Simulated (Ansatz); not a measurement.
Isolated molecules relaxed with PBE0-D4/def2-TZVP in Ansatz; ΔE leaves out vibrations. CCSD(T)/CBS is the MP2 limit (def2-TZVPP, def2-QZVPP) plus CCSD(T) − MP2 in def2-TZVPP, frozen cores. This one scheme is used for every species. Functionals use def2-TZVPP. B3LYP here is the variant with VWN-RPA as its local correlation; programs differ in this. For As outer-core shells are correlated without core-valence functions, which leaves a few kJ/mol of doubt a bond. Scalar relativity is left out up to krypton. One conformer a species, not always the lowest.

Consider the ligand exchange at the Si–C bond: `C[SiH2][SiH2]CF` + `[AsH3]` → `C[SiH2][SiH2][AsH2]` + `CF`.

```json
{"level": "PBE-D4", "ΔE (kcal/mol)": "-13.9"}
{"level": "ωB97X-V", "ΔE (kcal/mol)": "-12.3"}
{"level": "PBE", "ΔE (kcal/mol)": "-13.4"}
{"level": "PBE0", "ΔE (kcal/mol)": "-14.1"}
{"level": "B3LYP", "ΔE (kcal/mol)": "-12.3"}
{"level": "HF/def2-QZVPP", "ΔE (kcal/mol)": "-12.8"}
{"level": "SCS-MP2/def2-QZVPP", "ΔE (kcal/mol)": "-14.1"}
{"level": "CCSD/CBS(def2)", "ΔE (kcal/mol)": "-13.8"}
```

Q: What does CCSD(T)/CBS give? (An estimate is asked.)

A: The calculation gave: -14.0 kcal/mol. The listed levels differ from it by 0.1, 1.7, 0.6, -0.1, 1.7, 1.2, -0.1, 0.2 kcal/mol.

Largest T1 diagnostic among the species: 0.012.

The D4 term adds −0.8 kcal/mol with B3LYP and −0.4 kcal/mol with PBE0; it sums over pairs of atoms, weighted by their polarisabilities, and B3LYP, whose exchange is more repulsive, gets the larger term.

CCSD(T)/CBS has its own doubt, a few kJ/mol and more with outer-core shells, so smaller differences from it don't rank the levels.
